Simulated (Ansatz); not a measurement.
`[SH][Zn][Cl]` + CH₃OH → `C[O][Zn][Cl]` + H₂S at 298.15 K and 1 bar (ligand exchange at a Zn–S bond).

Calculated with Ansatz (gas phase, PBE0-D4/def2-TZVP geometries, no zero-point term in ΔE). CBS: MP2 limit from def2 TZ/QZ plus the TZ coupled-cluster correction, frozen cores. This one scheme is used for every species. For Zn outer-core shells are correlated without core-valence functions, which leaves a few kJ/mol of doubt a bond. Scalar relativity is left out up to krypton. Each species was taken in one conformer, which may not be the lowest.

```tsv
species	CCSD(T)/CBS energy (Eh)	H − E (kJ/mol)	S (J/(mol·K))
`[SH][Zn][Cl]`	-2636.62673	42.0	306.5
CH₃OH	-115.61712	146.3	238.2
`C[O][Zn][Cl]`	-2353.24457	129.9	334.9
H₂S	-398.97279	49.9	205.7
```

H − E and S are ideal-gas, rigid-rotor, harmonic terms from PBE0-D4/def2-TZVP, for one conformer and one mirror image of each species. 1 Eh = 2625.50 kJ/mol, R = 8.31446 J/(mol·K).

Problem. By hand: ΔE, ΔH, ΔS and ΔG.

Solution. ΔE = (-2353.24457) + (-398.97279) − (-2636.62673) − (-115.61712) = 0.02649 Eh = 69.5 kJ/mol. Δ(H − E) = 129.9 + 49.9 − 42.0 − 146.3 = -8.5, so ΔH = 61.0 kJ/mol. ΔS = 334.9 + 205.7 − 306.5 − 238.2 = -4.1 J/(mol·K). ΔG = 61.0 − 298.15 × (-4.1)/1000 = 62.2 kJ/mol.

Problem. By hand: the equilibrium constant, and the temperature at which ΔG would vanish if ΔH and ΔS stayed fixed.

Solution. log₁₀ K = −ΔG/(RT ln 10) = -10.9. ΔH and −TΔS have one sign here, so there is no such temperature.

The number of gas molecules stays the same, so ΔS is small and ΔH decides. A doubt of 5 kJ/mol in ΔE shifts log₁₀ K by 0.9 here. Other conformers and mirror images would add mixing entropy, several J/(mol·K) or more a flexible species. These are equilibria of isolated gas molecules and say nothing of rates. Largest T1 diagnostic: 0.015 (customary marks: 0.02 for closed shells, 0.045 for open ones).

ΔS is within the doubt of such terms, so its sign, and with it that verdict, could turn.
